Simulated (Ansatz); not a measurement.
C₃S₂NO₄F₆, that is cyclic bis(sulfonyl)imide with one electron fewer. The state is a doublet with charge 0. Geometry r2SCAN-D4/def2-SVP, that of the charge -1 singlet; atoms count from 1.

```tsv
atom	x (Å)	y (Å)	z (Å)
O1	1.821	-2.508	-0.361
S2	1.496	-1.081	-0.322
O3	2.547	-0.107	-0.010
N4	0.540	-0.744	-1.583
S5	-0.106	0.733	-1.722
O6	-1.033	0.724	-2.854
O7	0.800	1.870	-1.536
C8	-1.212	0.780	-0.201
F9	-1.743	2.015	-0.068
F10	-2.221	-0.099	-0.363
C11	-0.474	0.437	1.109
F12	0.392	1.424	1.396
F13	-1.401	0.390	2.109
C14	0.280	-0.908	1.102
F15	0.940	-1.021	2.275
F16	-0.627	-1.903	1.029
```

Problem. Estimate the Mulliken populations from the PBE0/def2-SVP orbitals of Ansatz.

Solution. 
```json
{"atom": "O1", "charge (e)": "-0.35", "spin (α − β)": "0.11"}
{"atom": "S2", "charge (e)": "0.81", "spin (α − β)": "-0.09"}
{"atom": "O3", "charge (e)": "-0.31", "spin (α − β)": "0.22"}
{"atom": "N4", "charge (e)": "-0.34", "spin (α − β)": "0.54"}
{"atom": "S5", "charge (e)": "0.81", "spin (α − β)": "-0.09"}
{"atom": "O6", "charge (e)": "-0.35", "spin (α − β)": "0.11"}
{"atom": "O7", "charge (e)": "-0.31", "spin (α − β)": "0.22"}
{"atom": "C8", "charge (e)": "0.34", "spin (α − β)": "0.00"}
{"atom": "F9", "charge (e)": "-0.16", "spin (α − β)": "0.00"}
{"atom": "F10", "charge (e)": "-0.16", "spin (α − β)": "0.00"}
{"atom": "C11", "charge (e)": "0.36", "spin (α − β)": "0.00"}
{"atom": "F12", "charge (e)": "-0.16", "spin (α − β)": "0.00"}
{"atom": "F13", "charge (e)": "-0.18", "spin (α − β)": "0.00"}
{"atom": "C14", "charge (e)": "0.34", "spin (α − β)": "0.00"}
{"atom": "F15", "charge (e)": "-0.16", "spin (α − β)": "0.00"}
{"atom": "F16", "charge (e)": "-0.16", "spin (α − β)": "0.00"}
```
Mulliken values depend strongly on the basis.

Problem. Where does the spin sit?

Solution. Summed by element: O 0.65, S -0.19, N 0.54, C 0.00, F 0.00, of 1 unpaired in all. Largest on single atoms: N4 0.54, O3 0.22, O7 0.22.

Problem. And the Mayer bond orders between heavy atoms (over 0.3)?

Solution. O1–S2 1.74 (1.46 Å); S2–O3 1.66 (1.47 Å); S2–N4 1.00 (1.62 Å); S2–C14 0.74 (1.88 Å); N4–S5 1.00 (1.62 Å); S5–O6 1.74 (1.46 Å); S5–O7 1.66 (1.47 Å); S5–C8 0.74 (1.88 Å); C8–F9 1.11 (1.35 Å); C8–F10 1.09 (1.35 Å); C8–C11 0.84 (1.54 Å); C11–F12 1.10 (1.34 Å); C11–F13 1.08 (1.36 Å); C11–C14 0.84 (1.54 Å); C14–F15 1.11 (1.35 Å); C14–F16 1.09 (1.35 Å).
